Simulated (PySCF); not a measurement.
CF, SMILES [C]F (connectivity only; charge and spin as stated), charge +1, multiplicity 1.

The structure is a stationary point at PBE0-D3(BJ)/def2-TZVPD.

Level of theory: TDA-ωB97X/def2-TZVPD run with PySCF 2.14.0.

Vertical excitations; the highest root listed may be one member of a degenerate set. Gas-phase values at a fixed geometry. State labels are in the subgroup C2v.

Computed excitation energies, oscillator strengths and character:
```tsv
state	symmetry	energy (eV)	λ (nm)	f	main pairs
S1	B1	8.49	146	0.130	HOMO→LUMO (degenerate set)
S2	B2	8.49	146	0.130	HOMO→LUMO+1 (degenerate set)
S3	A2	11.91	104	0.000	HOMO−2→LUMO+1 50 %, HOMO−1→LUMO 50 %
S4	A1	12.17	102	0.000	HOMO−2→LUMO, HOMO−1→LUMO+1 (degenerate set)
S5	A2	12.17	102	0.000	HOMO−1→LUMO, HOMO−2→LUMO+1 (degenerate set)
S6	A1	15.64	79	0.008	HOMO→LUMO+2 48 %, HOMO−1→LUMO+1 18 %, HOMO−2→LUMO 18 %, HOMO→LUMO+6 10 %
S7	B1	16.91	73	0.137	HOMO−3→LUMO (degenerate set)
S8	B2	16.91	73	0.137	HOMO−3→LUMO+1 (degenerate set)
S9	A1	17.30	72	0.023	HOMO→LUMO+3 52 %, HOMO→LUMO+2 30 %
S10	A1	17.82	70	0.764	HOMO→LUMO+3 34 %, HOMO→LUMO+2 19 %, HOMO−1→LUMO+1 17 %, HOMO−2→LUMO 17 %
T1	B1	4.76	260	0	HOMO→LUMO (degenerate set)
T2	B2	4.76	260	0	HOMO→LUMO+1 (degenerate set)
T3	A1	10.59	117	0	HOMO−2→LUMO 49 %, HOMO−1→LUMO+1 49 %
T4	A1	11.20	111	0	HOMO−1→LUMO+1 50 %, HOMO−2→LUMO 50 %
```
Triplets are in the Tamm–Dancoff approximation.
